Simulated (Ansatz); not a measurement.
Cost and result for the atomization energy of Cl4F2In2 (`[F][In@-]1([Cl])[Cl+][In@-]([F])([Cl])[Cl+]1`) (8 atoms, 8 bonds).

Charge 0, multiplicity 1. Correlated methods include outer-core shells of In, which these sets cover unevenly. In: def2 effective core potential. The structure was optimised at the PBE0-D4/def2-TZVP level. Program: Ansatz. All runs use 2 threads of an AMD EPYC 7R13 on a shared host and a share of an NVIDIA H100 80 GB. Times are those of one run each, without the atoms' runs, and a repeat can differ threefold. Electronic energies, without spin–orbit coupling; frozen cores. CCSD(T)/CBS adds CCSD(T) − MP2 in def2-TZVPP to the MP2 limit, and its time is that of the two runs behind it. T1 = 0.014. With those shells the extrapolation isn't a true limit. B3LYP takes the VWN-RPA correlation (the form of Gaussian; ORCA's B3LYP/G).

CCSD(T)/CBS is a level of theory with its own doubt, some kJ/mol a heavy atom from the limit and from the frozen cores, so smaller differences don't rank the functionals.

```csv
level,functions,wall time,atomization (kcal/mol),difference from CCSD(T)/CBS,per bond
CCSD(T)/def2-SVP,152,2.6 s,502.5,-51.1,-6.4
LDA (SPW92)/def2-TZVPP,330,3.7 s,636.2,82.6,10.3
B2PLYP/def2-TZVPP,330,3.7 s,522.0,-31.6,-4.0
PBE-QIDH/def2-TZVPP,330,3.7 s,540.2,-13.4,-1.7
BHLYP-D4/def2-TZVPP,330,3.8 s,505.4,-48.2,-6.0
BLYP-D4/def2-TZVPP,330,3.8 s,520.6,-33.0,-4.1
r2SCAN-D4/def2-TZVPP (with forces),330,3.9 s,549.6,-4.0,-0.5
PBE0-D4/def2-TZVPP,330,4 s,536.3,-17.3,-2.2
MP2/def2-QZVPP,558,4.5 s,573.0,19.4,2.4
r2SCANh-D4/def2-TZVPP,330,4.8 s,541.7,-11.9,-1.5
B3LYP-D4/def2-TZVPP (with forces),330,4.9 s,519.7,-33.9,-4.2
CCSD(T)/def2-TZVPP,330,17 s,525.4,-28.2,-3.5
CCSD(T)/CBS(def2),–,21 s,553.6,0.0,0.0
```

At CCSD(T), def2-SVP lies −51.2 kcal/mol from the extrapolated value and def2-TZVPP −28.3 kcal/mol: correlation converges slowly with the basis, and small sets miss more of it in the bonded molecule than in its fragments. From PBE to PBE0 (25 % exact exchange), in def2-TZVPP and without D4, the atomization energy moves by −13.2 kcal/mol: exact exchange takes away binding that semilocal exchange gives to molecules. The D4 term adds +14.1 kcal/mol with B3LYP and +7.7 kcal/mol with PBE0; it sums over pairs of atoms, weighted by their polarisabilities, and B3LYP, whose exchange is more repulsive, gets the larger term.

Spin–orbit coupling would lower the free In atoms strongly, and the atomization energy with them, by more than many differences here.
